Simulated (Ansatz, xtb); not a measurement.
# Relaxing a trial structure of CH2AlGe

The starting geometry of this gas-phase doublet was built from a drawn formula by distance geometry; its bonds are those of `[H]/[C]=[GeH]\[Al]`.

```xyz
5

C    -2.2963   -0.8432    1.6360
Al   -1.9949    2.0625    0.1929
Ge   -1.2086    0.1599    1.0724
H    -3.3285   -0.9433    1.8021
H     0.1751   -0.0581    1.5986
```

Question: Predict what it relaxes into with r2SCAN-D4/def2-SVP.

Answer: A new bond forms, giving a structure given below by its coordinates. Distances that change by over a tenth: C1–Ge3 (1.58 → 1.88 Å). Contacts that close: C1–Al2 (3.26 → 1.89 Å).

The energy falls by 2.83 eV over 16 steps:

```json
{"step": "1", "E − E(last) (eV)": "2.833"}
{"step": "3", "E − E(last) (eV)": "1.518"}
{"step": "4", "E − E(last) (eV)": "1.443"}
{"step": "6", "E − E(last) (eV)": "1.284"}
{"step": "8", "E − E(last) (eV)": "0.937"}
{"step": "9", "E − E(last) (eV)": "0.765"}
{"step": "11", "E − E(last) (eV)": "0.251"}
{"step": "13", "E − E(last) (eV)": "0.010"}
{"step": "14", "E − E(last) (eV)": "0.001"}
{"step": "16", "E − E(last) (eV)": "0.000"}
```

Final geometry (Å):

```xyz
5

C    -2.5384   -0.0459    1.2619
Al   -2.6012    1.5871    0.3157
Ge   -0.7113    0.3809    1.1692
H    -3.0562   -0.9021    1.7145
H     0.2540   -0.6422    1.8407
```

From the same start GFN2-xTB ends elsewhere, at `[AlH][CH]=[Ge]`.

No frequencies were run, so the end isn't proven a minimum. Open shells are spin-unrestricted. Run with Ansatz 0.2.0, 2.9 min on 1 thread of Arm Neoverse V2, on a shared host.
